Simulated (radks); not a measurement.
Values are calculated unless marked as measured or tabulated.
Problem. These are the eigenvalues of the occupied orbitals of an atom or ion with whole-number occupations (eV). Code: a radial shooting solver on a logarithmic mesh with Libxc functionals. Model: non-relativistic Kohn-Sham, BLYP, spin-polarised, spherical densities, point nucleus.

1s up: -7528.235
1s down: -7528.209
2s up: -893.4608
2s down: -891.8744
2p up: -777.1346
2p down: -775.9337
3s up: -111.1696
3s down: -107.8141
3p up: -76.4485
3p down: -73.1650
3d up: -19.7196
3d down: -16.7418
4p up: -8.6031

Which element is it, and in what charge state? The configuration may be excited. Open shells, if any, are filled with parallel spins first.

Solution. Z = 27, cobalt, charge +1: Co+ in [Ar] 3d7 4p1. The list shows which subshells hold electrons but not how many an open one holds; the 1s level, -276.66 hartree, gives Z - s = 23.5 by -(Z - s)^2/2, which with screening narrows Z to a few neighbours, and the depths of the outer levels then fix element, charge and occupations together.
